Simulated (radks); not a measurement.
The numbers below are computed, except where a source is named.
Pb18+, 64 electrons, occupied as [Kr] 4d10 4f14 5s2 5p2.

Level of theory: scalar-relativistic Kohn-Sham, LB94 model potential, spin-polarised, spherical densities, finite nucleus; open shells are filled with parallel spins first (spin-orbit coupling, left out, can overturn this in heavy ions); Fermi nuclear charge, rms radius 5.5012 fm (a radial shooting solver on a logarithmic mesh with Libxc functionals).

Energy parts (eV):
part                   energy
kinetic             639821.99
electron-nucleus  -1385634.71
Hartree             191004.61
(The LB94 potential has no energy functional, so no total or exchange-correlation energy is given.)

Orbitals (lengths in bohr, moments of r in powers of bohr):
| orbital | occ. | eigenvalue (eV) | <r^4> |
|---|---|---|---|
| 1s up | 1 | -88784.45 | 3.516e-07 |
| 1s down | 1 | -88784.42 | 3.516e-07 |
| 2s up | 1 | -16245.83 | 0.00005063 |
| 2s down | 1 | -16245.56 | 0.00005063 |
| 2p up | 3 | -14007.42 | 0.00004196 |
| 2p down | 3 | -14007.03 | 0.00004196 |
| 3s up | 1 | -4219.022 | 0.001811 |
| 3s down | 1 | -4218.716 | 0.001811 |
| 3p up | 3 | -3576.537 | 0.002015 |
| 3p down | 3 | -3576.235 | 0.002015 |
| 3d up | 5 | -2919.666 | 0.001543 |
| 3d down | 5 | -2919.419 | 0.001542 |
| 4s up | 1 | -1265.641 | 0.03939 |
| 4s down | 1 | -1265.291 | 0.03949 |
| 4p up | 3 | -1054.974 | 0.05233 |
| 4p down | 3 | -1054.794 | 0.05251 |
| 4d up | 5 | -810.3094 | 0.06808 |
| 4d down | 5 | -810.3249 | 0.06836 |
| 4f up | 7 | -539.4280 | 0.09260 |
| 4f down | 7 | -539.5427 | 0.09290 |
| 5s up | 1 | -523.2582 | 0.6498 |
| 5s down | 1 | -523.7114 | 0.6418 |
| 5p up | 2 | -454.0711 | 0.9211 |
| 5p down | 0 | -454.0043 | 0.9087 |

The highest occupied level is 5p up at -454.07 eV. The spin density at the nucleus is -14.70 e/bohr^3 (1s -6.80, 2s 7.37, 3s 4.52, 4s 9.67, 5s -29.46). For comparison, the ionisation energy in NIST's Atomic Spectra Database is 478 eV (theoretical). In exact Kohn-Sham theory the highest level is minus the ionisation energy, but local and semilocal functionals leave it too shallow, through self-interaction and a potential that decays too fast; potentials with the right tail come closer.
